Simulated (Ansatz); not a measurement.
Computed with Ansatz on PBE0-D4/def2-TZVP structures; ΔE is electronic, products minus reactants. CCSD(T)/CBS is the MP2 limit (def2-TZVPP, def2-QZVPP) plus CCSD(T) − MP2 in def2-TZVPP, frozen cores. Functionals use def2-TZVPP. B3LYP here is the variant with VWN-RPA as its local correlation; programs differ in this. For Br, Ge outer-core shells are correlated without core-valence functions, which leaves a few kJ/mol of doubt a bond. Scalar relativity is left out up to krypton. One conformer a species, not always the lowest.

Reaction (formal exchange of groups at a B–Br bond): `NB(F)Br` + `[GeH3][CH2]CBr` → `NB(F)[CH2][GeH3]` + `BrCBr`

`NB(F)Br`:

```xyz
6

N    -0.017    0.268    0.751
B     0.060   -0.326   -0.499
F     0.466   -1.581   -0.635
Br   -0.420    0.653   -2.093
H    -0.320    1.215    0.885
H     0.230   -0.228    1.590
```

`[GeH3][CH2]CBr`:

```xyz
11

Ge   -0.672    1.263   -0.685
C    -0.435   -0.536    0.084
C     0.970   -0.748    0.569
Br    1.223   -2.533    1.338
H     0.285    1.453   -1.875
H    -2.122    1.430   -1.163
H    -0.358    2.331    0.379
H    -0.695   -1.268   -0.684
H    -1.150   -0.651    0.901
H     1.706   -0.682   -0.231
H     1.248   -0.060    1.366
```

`NB(F)[CH2][GeH3]`:

Cartesian coordinates in Å:
```
N -1.357 -0.503 1.524
B -0.787 -0.826 0.289
F -1.601 -1.371 -0.636
C 0.704 -0.560 -0.088
Ge 0.900 1.120 -1.087
H -0.838 -0.094 2.279
H -2.331 -0.656 1.721
H 1.356 -0.487 0.786
H 1.086 -1.353 -0.736
H 2.362 1.302 -1.534
H 0.510 2.308 -0.188
H -0.005 1.120 -2.330
```

`BrCBr`:

Cartesian coordinates in Å:
```
Br -0.178 -1.334 -1.241
C -0.125 0.017 0.125
Br 1.410 1.168 0.016
H -0.096 -0.484 1.085
H -1.010 0.633 0.015
```

(1) Is it downhill or uphill in electronic energy at CCSD(T)/CBS, and by how much? (An estimate is asked.)

(2) What do these levels give: PBE0-D4, B2PLYP, B3LYP, SCS-MP2/def2-TZVPP, HF/def2-QZVPP, CCSD/CBS(def2)? (An estimate is asked.)

Largest T1 diagnostic among the species: 0.011.

Answers

(1) Computed: Uphill: ΔE = +92.1 kJ/mol.

(2) Computed: PBE0-D4 90.8, B2PLYP 89.9, B3LYP 87.6, SCS-MP2/def2-TZVPP 91.2, HF/def2-QZVPP 96.6, CCSD/CBS(def2) 92.8 kJ/mol.

In def2-TZVPP, CCSD(T) changes the Hartree–Fock value by −6.3 kJ/mol (the triples alone add −0.6 kJ/mol) and MP2 by −3.2 kJ/mol. From PBE to PBE0 (25 % exact exchange), in def2-TZVPP and without D4, ΔE moves by +4.1 kJ/mol.
